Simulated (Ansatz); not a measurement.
Ideal-gas functions of C₃H₄SSi (`C#C[SiH]1CS1`) at 400 K and 1 bar, from an Ansatz frequency run at PBE0-D4/def2-TZVP.

Molar mass 100.22 g/mol, point group C1 (symmetry number 1), electronic degeneracy 1, moments of inertia 63.171, 269.449, 286.57 u Å². Harmonic wavenumbers (cm⁻¹, unscaled): 120, 138, 317, 328, 514, 569, 611, 651, 733, 738, 763, 808, 864, 961, 1009, 1419, 2162, 2283, 3126, 3212, 3464.

Use S(trans) = R[1.5 ln M + 2.5 ln T − 1.1517]; rotational temperatures θ = 24.2544 K / I; S(rot) = R[ln(√π/σ · √(T³/θAθBθC)) + 1.5]; for each mode x = 1.438777 ν̃/T, S = R[x/(eˣ − 1) − ln(1 − e⁻ˣ)] and H = RT x/(eˣ − 1); 1 cm⁻¹ = 0.0119627 kJ/mol; R = 8.31446 J/(mol·K).

Question: By hand: the entropy, in J/(mol·K).

Answer: Translation 172.4. Rotation: θ = 0.3839, 0.09, 0.0846 K, giving 116.2. Vibration, mode by mode: 15.36, 14.22, 7.66, 7.41, 4.30, 3.67, 3.26, 2.91, 2.31, 2.28, 2.12, 1.87, 1.59, 1.20, 1.05, 0.31, 0.03, 0.02, 0.00, 0.00, 0.00, in all 71.6. Electronic 0.0. Sum 360.2 J/(mol·K).

Question: By hand: H − E and G − E in kJ/mol, counted from the electronic energy.

Answer: Zero-point energy ½ × 24790 × 0.0119627 = 148.3; thermal vibration 16.5; translation, rotation and pV give 4 RT = 13.3. H − E = 178.1 kJ/mol, and G − E = 178.1 − 400 × 360.2/1000 = 34.0 kJ/mol.

Vibration gives 20 % of the entropy, 29.6 J/(mol·K) of it from the modes under 150 cm⁻¹: soft modes count most, and the harmonic formula is weakest for them. The sum counts one conformer and one mirror image; others add a mixing term.
